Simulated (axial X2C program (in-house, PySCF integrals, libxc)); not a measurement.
# Ge₂⁻: from Re and ωe to a spectrum

A bond curve at the PBE0 level, with spin–orbit coupling, was computed with an axial X2C code built on PySCF integrals (basis Ge dyall-acv3z [10s10p8d5f1g] (cores contracted in-house)) for the state Ω = 3/2 (⟨Sz⟩ = 0.50, ⟨Lz⟩ = 1.00 at PBE0). Its fit gives Re = 2.2866 Å, ωe = 317.9 cm⁻¹, ωexe = 0.649 cm⁻¹ and αe = 2.708e-04 cm⁻¹; the masses are 73.9212 and 73.9212 u. Two-component means X2C with spin–orbit coupling and atomic mean-field Coulomb and Gaunt terms.

**Question.** Find the reduced mass, Be and the force constant.

**Answer.** From the PBE0 values: μ = 36.9606 u. Be = 16.8576/(μ Re²) = 0.08723 cm⁻¹. k = 5.8918×10⁻⁷ μ ωe² = 2.2 mdyn/Å.

**Question.** Estimate the centrifugal constant by the Kratzer relation.

**Answer.** D = 4Be³/ωe² = 2.63e-08 cm⁻¹.

**Question.** A Morse curve ties αe to the other constants (Pekeris). How well does that hold?

**Answer.** αe(Morse) = 6Be²/ωe × (√(ωexe/Be) − 1) = 2.481e-04 cm⁻¹; the PBE0 curve gives 2.708e-04 cm⁻¹, a ratio of 0.92.

**Question.** Where do the fundamental and the first overtone lie?

**Answer.** ν(1←0) = ωe − 2ωexe = 316.6 cm⁻¹; ν(2←0) = 2ωe − 6ωexe = 631.9 cm⁻¹.

The state is one determinant whose occupation by symmetry is held fixed; it was picked as the lowest of a PBE0 search that is not exhaustive. Density functionals use the spin component along the axis (collinear). PBE0 can misorder states that lie within some tenths of an eV, so this need not be the ground state of the molecule. The nearest other 2c determinant of the search, Ω = 1/2, lies 0.10 eV up at the distance of the search. Without a current term, density functionals place determinants with orbital angular momentum somewhat too high. The highest occupied level of some functionals is positive through self-interaction error; at Hartree–Fock it is bound.
